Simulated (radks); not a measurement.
The numbers below are computed, except where a source is named.
Species: the platinum anion Pt2-. Configuration: [Hg]. Code: a radial shooting solver on a logarithmic mesh with Libxc functionals. Model: scalar-relativistic Kohn-Sham, LB94 model potential, spin-polarised, spherical densities, point nucleus; Watson sphere of charge +2 and radius 3.6 bohr.

Radial electron density D(r) = 4 pi r^2 rho(r):

r (bohr)   D(r) (e/bohr)
0.0006412          5.021
0.000869           7.983
0.001187           12.68
0.001609           19.54
0.002198           29.73
0.002979           43.31
0.004037           60.39
0.005515           79.95
0.007475           97.18
0.01021            107.3
0.01384            106.0
0.01891            97.77
0.02562            98.07
0.03473            118.4
0.04744            143.6
0.0643             138.2
0.08784            114.7
0.119              124.2
0.1613             132.0
0.2204             88.66
0.2987             75.48
0.4081             85.50
0.5531             53.89
0.7496             26.78
1.024              18.66
1.388              11.47
1.896              5.610
2.57               2.745
3.511              1.208
4.758             0.3467
6.448            0.04595
8.809           0.001933

D(r) has 4 maxima, at r = 0.0114, 0.0531, 0.147, 0.383 bohr, and minima at 0.0222, 0.0952, 0.271 bohr, inside which lie 1.90, 11.09, 30.03 electrons.
